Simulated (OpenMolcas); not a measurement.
Pt4+: moving or changing the point charges

Pt4+ among 4 point charges of -2 e arranged as a tetrahedron (Td), 2.18 Å from the ion.

* Program: OpenMolcas 26.06
* Method: SS-CASPT2, IPEA 0.25 Eh, imaginary shift 0.1 Eh (closed shells correlated: 4f 5s 5p)
* Basis: ANO-RCC-VTZP [8s7p5d3f1g]
* Scalar Hamiltonian: DKH2, point nucleus
* Active space: 6 electrons in 5 orbitals (5d)
* State averaging: 2S+1 = 5 even, 5 roots; 2S+1 = 3 even, 45 roots; 2S+1 = 1 even, 50 roots
* Spin-orbit coupling: RASSI with atomic mean-field integrals over the reference wave functions

Runs around this geometry, states (labels of Td). Energies in cm-1 above the lowest state or level, χT in cm3 K/mol.

```
R (Å)  q (e)  Ground state  First state of that spin  First gap with spin-orbit (degeneracies)  χT at 300 K  First state of another spin
 2.18   -1.3            5E                  5T2 1360                                 36 (1, 3)        5.147                    3T1 18020
 2.01     -2            5E                  5T2 2850                                170 (1, 3)        4.840                    3T1 17340
 2.18     -2            5E                  5T2 2030                                120 (1, 3)        5.012                    3T1 17810
 2.38     -2            5E                  5T2 1400                                 43 (1, 3)        5.135                    3T1 18020
```

Taking the first state of the same spin as R^-n, n = -ln(1400 / 2850) / ln(2.38 / 2.01) = 4.2 between the shortest and longest distance.

Scaling the charges by -1.3 / -2 = 0.65 scales the first state of the same spin by 1360 / 2030 = 0.67; with fixed orbitals a first-order splitting would follow the charge.

Roots that are degenerate in the reference are averaged as groups; the widest CASPT2 spread within a group is 280 cm-1 (the 3-fold group of multiplicity 3 near 44900 cm-1 above the lowest state of its run, R = 2.18, q = -1.3). Shifts and gaps below about the spread of the groups concerned are not significant. An orbital doublet at a regular site is open to a Jahn-Teller distortion, which this geometry leaves out. Point charges give a weaker field than real ligands, and real ions of this kind are as a rule low spin; the high spin found here belongs to the model. The ground term spreads over less than 5000 cm-1, several times less than with real ligands, so orbital moments are less quenched and χT lies further from the spin-only value than at real sites. Free-ion shares, where given, are those of the reference states; single-state CASPT2 does not remix them. Spin-orbit coupling mixes the spin-free states strongly: the lowest level takes only 54 % from its leading state, 5E (figures for R = 2.18, q = -1.3; the like holds for R = 2.01, q = -2, R = 2.18, q = -2, R = 2.38, q = -2). Point charges carry no covalency, so the field is a model and not that of real ligands. No measured value stands beside these numbers.
